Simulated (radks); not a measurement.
Problem. The table gives one normalised radial function P(r) = r R(r) of Ni27+ in 2s1 (r in bohr). Calculated with a radial shooting solver on a logarithmic mesh with Libxc functionals: scalar-relativistic Kohn-Sham, RPBE, spin-polarised, spherical densities, point nucleus; open shells are filled with parallel spins first.

| r | P |
|---|---|
| 0.002384 | 0.7082 |
| 0.002603 | 0.7672 |
| 0.002865 | 0.8366 |
| 0.003154 | 0.9116 |
| 0.003472 | 0.9925 |
| 0.003821 | 1.0796 |
| 0.004207 | 1.1732 |
| 0.00463 | 1.2735 |
| 0.005097 | 1.3808 |
| 0.005566 | 1.4853 |
| 0.006127 | 1.6061 |
| 0.006744 | 1.7340 |
| 0.007423 | 1.8687 |
| 0.008171 | 2.0101 |
| 0.008995 | 2.1576 |
| 0.009901 | 2.3106 |
| 0.0109 | 2.4680 |
| 0.0119 | 2.6152 |
| 0.0131 | 2.7775 |
| 0.01442 | 2.9399 |
| 0.01587 | 3.1001 |
| 0.01747 | 3.2557 |
| 0.01923 | 3.4035 |
| 0.02117 | 3.5402 |
| 0.0233 | 3.6623 |
| 0.02545 | 3.7578 |
| 0.02801 | 3.8405 |
| 0.03083 | 3.8965 |
| 0.03394 | 3.9218 |
| 0.03736 | 3.9127 |
| 0.04113 | 3.8661 |
| 0.04527 | 3.7794 |
| 0.04983 | 3.6512 |
| 0.05441 | 3.4975 |
| 0.0599 | 3.2919 |
| 0.06593 | 3.0506 |
| 0.07258 | 2.7792 |
| 0.07989 | 2.4852 |
| 0.08794 | 2.1766 |
| 0.0968 | 1.8633 |
| 0.1066 | 1.5563 |
| 0.1164 | 1.2887 |
| 0.1281 | 1.0191 |
| 0.141 | 0.7796 |
| 0.1552 | 0.5751 |
| 0.1708 | 0.4075 |
| 0.188 | 0.2763 |
| 0.207 | 0.1784 |
| 0.2278 | 0.1092 |
| 0.2488 | 0.0661 |
| 0.2739 | 0.0359 |
| 0.3015 | 0.0182 |
| 0.3318 | 0.0085 |
| 0.3653 | 0.0037 |
| 0.4021 | 0.0014 |
| 0.4426 | 0.0005 |
| 0.4872 | 0.0002 |
| 0.532 | 0.0000 |
| 0.5856 | 0.0000 |
| 0.6446 | 0.0000 |
| 0.7096 | 0.0000 |

Which n and l does it have? It may be an empty orbital.

Solution. n = 1, l = 0: the number of nodes gives n - l - 1 = 0, the rise at small r (about r^(l+1)) gives l, and the extent must fit the shell. The curve is that of 1s up; the table hardly tells the two spins apart. 1s up (empty): eigenvalue -10774.0 eV, 0 radial nodes, <r> = 0.0526 bohr, 90 % of the charge inside 0.0936 bohr.
